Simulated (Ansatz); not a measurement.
Input file for Ansatz (a program for electronic structure): R-wB97X-V/def2-TZVPP on C2H9ClOSi2 (SMILES C[Si](C)(Cl)O[SiH3]).

Ansatz 0.2 input:
```yaml
crystal:
  periodic: [false, false, false]
  atoms:
    - {symbol: Si, position_ang: [-0.49760141, -0.19538907, 0.16735959]}
    - {symbol: O, position_ang: [1.01405654, 0.32620517, -0.26811806]}
    - {symbol: Si, position_ang: [2.63159986, 0.09721455, 0.05883412]}
    - {symbol: C, position_ang: [-1.32938717, -0.99374983, -1.29593280]}
    - {symbol: C, position_ang: [-1.46047329, 1.22115009, 0.89999910]}
    - {symbol: Cl, position_ang: [-0.23815234, -1.65456855, 1.65470061]}
    - {symbol: H, position_ang: [2.92894937, 0.41825577, 1.48365718]}
    - {symbol: H, position_ang: [3.40017483, 1.01433914, -0.82512006]}
    - {symbol: H, position_ang: [3.02920260, -1.31146732, -0.22225905]}
    - {symbol: H, position_ang: [-2.33137765, -1.36275096, -1.02604339]}
    - {symbol: H, position_ang: [-1.43537152, -0.26648947, -2.11740393]}
    - {symbol: H, position_ang: [-0.73507659, -1.84508645, -1.66207682]}
    - {symbol: H, position_ang: [-0.94010396, 1.62798925, 1.78077198]}
    - {symbol: H, position_ang: [-2.46484726, 0.89472803, 1.21248043]}
    - {symbol: H, position_ang: [-1.57149199, 2.02971963, 0.15915109]}
basis:
  gaussian:
    orbitals: def2-TZVPP
hamiltonian:
  xc: {name: wB97X-V}
scf: {lower_state_search: off}
```

Output:

```
WARN ansatz: RAYON_NUM_THREADS=4 ignored (pool sized by the plan → 4); use --threads N
Functional definition: wB97X-V
these checks for a lower state are left out or cut short: stability, starts, cluster_reference, orbital_swaps, neighbouring_geometries, increment
integrals: 0.62 GiB planned
1934 factors; their error is unknown
integrals: 0.66 GiB planned
439 factors; integrals over basis functions are off by at most 1.2e-5 eV
mean field: 4.40 GiB planned
mean field evaluation 1: about -32540.6064 eV, gradient 6.2e1 eV
mean field evaluation 2: about -32541.6659 eV, gradient 6.0e1 eV
mean field evaluation 4: about -32547.7453 eV, gradient 2.0e0 eV
mean field evaluation 8: about -32547.7694 eV, gradient 1.3e-1 eV
mean field evaluation 16: about -32547.7911 eV, gradient 1.2e-4 eV
mean field -32547.79105970 eV, -1196.1092597587 hartree, gradient 4.3e-6 eV, S^2 0.000000; 0 other end points of the search recorded, 0 dependent functions left out
reference -32547.79105706 eV, -1196.1092596618 hartree; 37, 37 occupied and 308, 308 virtual orbitals, 1934 factors
Total energy: -32547.79105706 eV, -1196.1092596618 hartree
Checks for a lower state left out: stability, starts, cluster_reference, orbital_swaps, neighbouring_geometries, increment
```

The run converged.

Cost: about 22 core-seconds (a rough figure).
